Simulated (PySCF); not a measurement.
Delta-SCF ions had no search for a lower state. Excitations are Tamm–Dancoff values on a coarser integration grid. The basis has no diffuse functions, so Rydberg states are missing or too high.

Cartesian coordinates (Å):
SMILES: [H]/N=C/O/C=N/[H]
```xyz
9

N      1.3151    -0.6557     0.8214
C      1.2381     0.1686    -0.1306
O      0.1112     0.9179    -0.3973
C     -1.1625     0.4555    -0.1396
N     -1.4868    -0.7618    -0.2079
H      2.2578    -1.0580     0.8584
H      2.0275     0.4749    -0.8333
H     -1.8095     1.3241     0.0546
H     -2.4908    -0.8654    -0.0257
```
Charge 0, spin multiplicity 1.

**Question.** Predict the total energy, S1 excitation (TDA), HOMO–LUMO gap, dipole moment, vertical ionisation energy (Delta-SCF), HOMO, brightest of the four lowest singlets (TDA) and S1–T1 gap (TDA) from PBE-D3(BJ)/def2-TZVP run with PySCF.

**Answer.** 
```yaml
total_energy: -263.1162 Ha
S1 excitation (TDA): 4.90 eV
HOMO–LUMO gap: 4.61 eV
dipole_moment: 1.48 D
vertical ionisation energy (Delta-SCF): 9.45 eV
HOMO: -6.20 eV
brightest of the four lowest singlets (TDA): 6.07 eV
S1–T1 gap (TDA): 0.65 eV
```
